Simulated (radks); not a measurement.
Values are calculated unless marked as measured or tabulated.
Q: The promethium ion Pm10+, 51 electrons, occupied as [Kr] 4d10 4f3 5s2. Level of theory: Dirac Kohn-Sham, PBEsol, spin-unpolarised, spherical densities, finite nucleus; open shells are shared between the two j in proportion to 2j + 1; Fermi nuclear charge, rms radius 4.962 fm (a radial shooting solver on a logarithmic mesh with Libxc functionals). Some entries of the table are withheld. Estimate them.

orbital,occ.,eigenvalue (eV),<r> (bohr)
1s1/2,2,-45121.00,0.02319
2s1/2,2,-7470.853,0.09848
2p1/2,2,-7084.889,0.08246
2p3/2,4,-6524.954,0.08898
3s1/2,2,-1757.045,0.2602
3p1/2,2,-1591.373,(1)
3p3/2,4,-1478.739,(2)
3d3/2,4,-1190.348,(3)
3d5/2,6,-1165.927,(4)
4s1/2,2,-476.6105,0.5892
4p1/2,2,-413.2579,0.6028
4p3/2,4,-388.1255,0.6300
4d3/2,4,-283.3500,0.6666
4d5/2,6,-278.7692,0.6756
5s1/2,2,-178.8858,1.258
4f5/2,1.28571,(5),(6)
4f7/2,1.71429,(7),(8)

A: 
(1) 3p1/2 <r> (bohr): 0.2498
(2) 3p3/2 <r> (bohr): 0.2624
(3) 3d3/2 <r> (bohr): 0.2338
(4) 3d5/2 <r> (bohr): 0.2378
(5) 4f5/2 eigenvalue (eV): -155.2999
(6) 4f5/2 <r> (bohr): 0.7823
(7) 4f7/2 eigenvalue (eV): -154.6233
(8) 4f7/2 <r> (bohr): 0.7868
